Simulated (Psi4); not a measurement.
A dimer, C2H3N ··· CS2 (SMILES CC#N and S=C=S); the first 6 atoms form monomer A.

```
9

C     -0.4886     0.0012     0.0017
C      0.9658    -0.0024    -0.0034
N      2.1151    -0.0053    -0.0074
H     -0.8685    -0.6494    -0.7862
H     -0.8616    -0.3555     0.9619
H     -0.8622     1.0115    -0.1667
S     -3.6859    -2.1339     5.0757
C     -2.7743    -1.7426     6.2702
S     -1.8628    -1.3513     7.4647
```

**Question.** What interaction energy does SAPT0/jun-cc-pVDZ, frozen core run with Psi4 give, and which attractive term is the largest?

**Answer.** Total -0.38 kJ/mol: electrostatics -0.06, exchange 0.00, induction -0.05, dispersion -0.26. The most attractive term is dispersion.
